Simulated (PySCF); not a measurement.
## How methods differ on the ionisation energy of Sr

Sr [Kr] 5s2 (1S) → Sr⁺ [Kr] 5s1 (2S), as a difference of total energies. All numbers are calculated (PySCF 2.14, scalar relativity by spin-free X2C-1e, in aug-cc-pVTZ-X2C (8s7p5d2f, 68 functions)). Correlated levels: valence: [Kr] frozen. The calculations carry no spin-orbit coupling.

```
           method  ionisation energy (eV)  error (eV)
              UHF                   4.746      -0.949
    MP2 (valence)                   5.249      -0.446
SCS-MP2 (valence)                   5.350      -0.345
   CCSD (valence)                   5.450      -0.245
```

Reference: 5.695 eV (measured; NIST Atomic Spectra Database, ionization energies).

Errors of the correlated levels include the incompleteness of this basis and the frozen core.

With two correlated electrons CCSD is exact in that space.
